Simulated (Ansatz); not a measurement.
Geometry optimisation, RKS PBE/def2-SVP (Ansatz 0.2.0).

Input file:

```yaml
crystal:
  periodic: [false, false, false]
  atoms:
    - { symbol: Ge, position_ang: [-0.200555, -0.352289, 0.065597] }
    - { symbol: O, position_ang: [-0.144586, -0.075664, 1.816176] }
    - { symbol: H, position_ang: [-0.713899, -0.749292, 2.243469] }
    - { symbol: Cl, position_ang: [1.648258, -0.929246, -0.836969] }
    - { symbol: F, position_ang: [-0.964673, 0.939707, -0.811339] }
    - { symbol: F, position_ang: [-1.305095, -1.69289, -0.114636] }
    - { symbol: "N", position_ang: [1.401324, 2.156731, 0.928591] }
    - { symbol: H, position_ang: [2.396378, 1.949552, 0.799526] }
    - { symbol: Si, position_ang: [0.764521, 3.710754, 0.399033] }
    - { symbol: H, position_ang: [0.919624, 3.816055, -1.094774] }
    - { symbol: H, position_ang: [-0.68417, 3.746406, 0.801079] }
    - { symbol: H, position_ang: [1.452414, 4.917768, 1.003176] }
    - { symbol: H, position_ang: [1.073459, 1.771906, 1.839769] }
basis:
  gaussian: { orbitals: def2-SVP }
hamiltonian:
  xc: pbe
relax:
  f_tol: 0.03
  max_steps: 50
```

Run as:

```bash
$ ansatz run input.yaml --threads 4 --pin off --max-ram 5120MiB --backend cpu --events-out ev --progress --plain --runs-dir out
```

Q: Where does it end, and by what steps?

A: The run converged. After 7 steps the energy has fallen by 0.431 eV; Ge1 moved furthest, 0.56 Å. Joined: Ge1–N7 (3.10 → 2.18 Å).

| step | energy less start (eV) | largest force component (eV/Å) | accepted |
| --- | --- | --- | --- |
| 0 | 0.0000 | 0.555 | yes |
| 1 | -0.1063 | 0.528 | yes |
| 2 | -0.2401 | 0.689 | yes |
| 3 | -0.3539 | 0.935 | yes |
| 4 | -0.4141 | 0.421 | yes |
| 5 | -0.4281 | 0.120 | yes |
| 6 | -0.4301 | 0.061 | yes |
| 7 | -0.4308 | 0.023 | yes |

```xyz
13
Properties=species:S:1:pos:R:3
Ge 0.043 0.121 0.244
O -0.204 -0.019 2.017
H -0.786 -0.795 2.147
Cl 1.864 -0.612 -0.734
F -0.871 1.328 -0.683
F -1.011 -1.239 -0.175
N 1.200 1.853 0.884
H 2.169 1.650 0.593
Si 0.607 3.478 0.300
H 0.755 3.513 -1.184
H -0.787 3.662 0.797
H 1.504 4.516 0.920
H 1.160 1.753 1.912
```

Whether the end is a true minimum wasn't checked by a vibrational analysis.

Run time: 25 s on 4 threads of Arm Neoverse V2 (shared host), peak memory 0.25 GiB.
